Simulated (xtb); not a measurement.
vinylene carbonate (C₃H₂O₃), singlet, at a GFN2-xTB geometry, atoms displaced at random by about 0.05 Å a coordinate; GFN1-xTB run with xtb.

The xtb input:
```
$ xtb mol.xyz --gfn 1 --opt --json

# file mol.xyz
8

O      2.00622524    -0.04197727     0.36339412
C      0.79049471    -0.06538760     0.24952957
O      0.08319431     1.09390737    -0.28550092
C     -1.23844696     0.66778052    -0.46878698
C     -1.30021479    -0.61496682    -0.11459495
O     -0.08559899    -1.00821227     0.30164947
H     -1.98979902     1.29597125    -0.74207391
H     -2.17444029    -1.41404208     0.06044877
```

Output, abridged:

```
   ID    Z sym.   atoms
    1    8 O      1, 3, 6
    2    6 C      2, 4, 5
    3    1 H      7, 8

           -------------------------------------------------
          |                Calculation Setup                |
           -------------------------------------------------

           -------------------------------------------------
          |                 G F N 1 - x T B                 |
           -------------------------------------------------

          ...................................................
          :                      SETUP                      :
          :.................................................:
          :  # basis functions                  28          :
          :  # atomic orbitals                  28          :
          :  # shells                           16          :
          :  # electrons                        32          :
          :  # halogen bonds                     0          :
          :  max. iterations                   250          :
          :  Hamiltonian                  GFN1-xTB          :
          :  restarted?                      false          :
          :  GBSA solvation                  false          :
          :  PC potential                    false          :
          :  electronic temp.          300.0000000     K    :
          :  accuracy                    1.0000000          :
          :  -> integral cutoff          0.2500000E+02      :
          :  -> integral neglect         0.1000000E-07      :
          :  -> SCF convergence          0.1000000E-05 Eh   :
          :  -> wf. convergence          0.2000000E-04 e    :
          :  Broyden damping             0.4000000          :
          :  net charge                          0          :
          :  unpaired electrons                  0          :
          ...................................................

 iter      E             dE          RMSdq      gap      omega  full diag
   1    -21.4842741 -0.214843E+02  0.910E+00    5.21       0.0  T
   2    -21.6453610 -0.161087E+00  0.527E+00    4.75       1.0  T
   3    -21.6496965 -0.433552E-02  0.264E+00    5.00       1.0  T
   4    -21.6595840 -0.988754E-02  0.295E-01    4.93       1.0  T
   5    -21.6603377 -0.753677E-03  0.530E-02    4.94       1.0  T
   6    -21.6603581 -0.203581E-04  0.131E-02    4.94       2.7  T
   7    -21.6603593 -0.123134E-05  0.256E-03    4.94      13.8  T
   8    -21.6603593 -0.347149E-07  0.594E-04    4.94      59.5  T
   9    -21.6603593 -0.977909E-09  0.369E-04    4.94      95.7  T
  10    -21.6603593 -0.602938E-09  0.553E-05    4.94     638.8  T
  11    -21.6603593  0.130989E-10  0.583E-05    4.94     606.5  T

   *** convergence criteria satisfied after 11 iterations ***

         :::::::::::::::::::::::::::::::::::::::::::::::::::::
         ::                     SUMMARY                     ::
         :::::::::::::::::::::::::::::::::::::::::::::::::::::
         :: total energy             -21.494459018209 Eh    ::
         :: gradient norm              0.171302960856 Eh/a0 ::
         :: HOMO-LUMO gap              4.941677494590 eV    ::
         ::.................................................::
         :: SCC energy               -21.660359331135 Eh    ::
         :: -> electrostatic           0.114354916186 Eh    ::
         :: repulsion energy           0.168159828893 Eh    ::
         :: dispersion energy         -0.002259515966 Eh    ::
         :: halogen bond corr.         0.000000000000 Eh    ::
         :: add. restraining           0.000000000000 Eh    ::
         :: total charge               0.000000000000 e     ::
         :::::::::::::::::::::::::::::::::::::::::::::::::::::

      -----------------------------------------------------------
     |                   =====================                   |
     |                        A N C O P T                        |
     |                   =====================                   |
     |               Approximate Normal Coordinate               |
     |                Rational Function Optimizer                |
      -----------------------------------------------------------
      -----------------------------------------------------------
     |                   =====================                   |
     |                        A N C O P T                        |
     |                   =====================                   |
     |               Approximate Normal Coordinate               |
     |                Rational Function Optimizer                |
      -----------------------------------------------------------

          ...................................................
          :                      SETUP                      :
          :.................................................:
          :   optimization level            normal          :
          :   max. optcycles                   200          :
          :   ANC micro-cycles                  20          :
          :   degrees of freedom                18          :
          :.................................................:
          :   RF solver                   davidson          :
          :   write xtbopt.log                true          :
          :   linear?                        false          :
          :   energy convergence         0.5000000E-05 Eh   :
          :   grad. convergence          0.1000000E-02 Eh/α :
          :   maxmium RF displ.          1.0000000          :
          :   Hlow (freq-cutoff)         0.1000000E-01      :
          :   Hmax (freq-cutoff)         5.0000000          :
          :   S6 in model hess.         20.0000000          :
          ...................................................

generating ANC from exact Hessian ...
Using Lindh-Hessian (1995)
 Shifting diagonal of input Hessian by    0.0000000000000000
 Lowest  eigenvalues of input Hessian
    0.000000    0.000000    0.000000    0.000000    0.000000    0.000000
[...]
 * total energy  :   -21.4944590 Eh     change       -0.3152323E-10 Eh
 * total energy  :   -21.5138382 Eh     change       -0.1937921E-01 Eh
 * total energy  :   -21.5166811 Eh     change       -0.2842837E-02 Eh
 * total energy  :   -21.5182505 Eh     change       -0.1569433E-02 Eh
 * total energy  :   -21.5186893 Eh     change       -0.4387985E-03 Eh
 * total energy  :   -21.5188985 Eh     change       -0.2091833E-03 Eh
 * total energy  :   -21.5189413 Eh     change       -0.4284143E-04 Eh
 * total energy  :   -21.5189524 Eh     change       -0.1104803E-04 Eh
 * total energy  :   -21.5189536 Eh     change       -0.1199744E-05 Eh
   *** GEOMETRY OPTIMIZATION CONVERGED AFTER 9 ITERATIONS ***
[...]
          :  -> wf. convergence          0.2000000E-04 e    :
          :  Broyden damping             0.4000000          :
          :  net charge                          0          :
          :  unpaired electrons                  0          :
          ...................................................

 iter      E             dE          RMSdq      gap      omega  full diag
   1    -21.6944900 -0.216945E+02  0.378E-06    5.16       0.0  T
   2    -21.6944900 -0.355271E-13  0.914E-07    5.16   38700.9  T
   3    -21.6944900 -0.355271E-13  0.959E-07    5.16   36861.7  T

   *** convergence criteria satisfied after 3 iterations ***

         :::::::::::::::::::::::::::::::::::::::::::::::::::::
         ::                     SUMMARY                     ::
         :::::::::::::::::::::::::::::::::::::::::::::::::::::
         :: total energy             -21.518953568771 Eh    ::
         :: gradient norm              0.000344676506 Eh/a0 ::
         :: HOMO-LUMO gap              5.156196285981 eV    ::
         ::.................................................::
         :: SCC energy               -21.694489998226 Eh    ::
         :: -> electrostatic           0.112226408823 Eh    ::
         :: repulsion energy           0.177789688603 Eh    ::
         :: dispersion energy         -0.002253259147 Eh    ::
         :: halogen bond corr.         0.000000000000 Eh    ::
         :: add. restraining           0.000000000000 Eh    ::
         :: total charge               0.000000000000 e     ::
         :::::::::::::::::::::::::::::::::::::::::::::::::::::

           -------------------------------------------------
          |                Property Printout                |
           -------------------------------------------------

    * Orbital Energies and Occupations

         #    Occupation            Energy/Eh            Energy/eV
      -------------------------------------------------------------
         1        2.0000           -0.8818258             -23.9957
       ...           ...                  ...                  ...
         4        2.0000           -0.7437635             -20.2388
         5        2.0000           -0.7436002             -20.2344
         6        2.0000           -0.7219575             -19.6455
         7        2.0000           -0.6895478             -18.7636
         8        2.0000           -0.6492969             -17.6683
         9        2.0000           -0.6097699             -16.5927
        10        2.0000           -0.6071744             -16.5221
        11        2.0000           -0.5970679             -16.2470
        12        2.0000           -0.5959926             -16.2178
        13        2.0000           -0.5725957             -15.5811
        14        2.0000           -0.5636958             -15.3389
        15        2.0000           -0.5088007             -13.8452
        16        2.0000           -0.4611592             -12.5488 (HOMO)
        17                         -0.2716725              -7.3926 (LUMO)
        18                         -0.2498780              -6.7995
        19                         -0.1450200              -3.9462
        20                         -0.1421509              -3.8681
        21                          0.0381763               1.0388
        22                          0.1013417               2.7576
        23                          0.1090835               2.9683
        24                          0.2209362               6.0120
        25                          0.2813056               7.6547
        26                          0.3058812               8.3235
        27                          0.6519424              17.7403
        28                          0.7909354              21.5224
      -------------------------------------------------------------
                  HL-Gap            0.1894867 Eh            5.1562 eV
             Fermi-level           -0.3664159 Eh           -9.9707 eV

  Mulliken/CM5 charges         n(s)   n(p)   n(d)
     1O    -0.49493 -0.53420   1.697  4.798  0.000
     2C     0.74717  0.83586   0.887  2.366  0.000
     3O    -0.36403 -0.42783   1.684  4.680  0.000
     4C     0.16947  0.14514   1.008  2.822  0.000
     5C     0.16943  0.14508   1.008  2.822  0.000
     6O    -0.36399 -0.42782   1.684  4.680  0.000
     7H     0.06843  0.13186   0.932  0.000  0.000
     8H     0.06844  0.13191   0.932  0.000  0.000

Wiberg/Mayer (AO) data.
largest (>0.10) Wiberg bond orders for each atom

 ---------------------------------------------------------------------------
     #   Z sym  total        # sym  WBO       # sym  WBO       # sym  WBO
 ---------------------------------------------------------------------------
     1   8 O    1.976 --     2 C    1.700     3 O    0.118     6 O    0.118
     2   6 C    3.842 --     1 O    1.700     6 O    1.033     3 O    1.033
     3   8 O    2.272 --     2 C    1.033     4 C    1.016     1 O    0.118
     4   6 C    3.884 --     5 C    1.789     3 O    1.016     7 H    0.970
     5   6 C    3.884 --     4 C    1.789     6 O    1.016     8 H    0.970
     6   8 O    2.272 --     2 C    1.033     5 C    1.016     1 O    0.118
     7   1 H    1.000 --     4 C    0.970
     8   1 H    1.000 --     5 C    0.970
 ---------------------------------------------------------------------------

Topologies differ in total number of bonds
Writing topology from bond orders to xtbtopo.mol

 dipole moment from electron density (au)
     X       Y       Z
  -2.3374   0.0111  -0.4470  total (Debye):    6.049

optimized geometry written to: xtbopt.xyz

           -------------------------------------------------
          | TOTAL ENERGY              -21.518953568771 Eh   |
          | GRADIENT NORM               0.000344676506 Eh/α |
          | HOMO-LUMO GAP               5.156196285981 eV   |
           -------------------------------------------------

normal termination of xtb
```
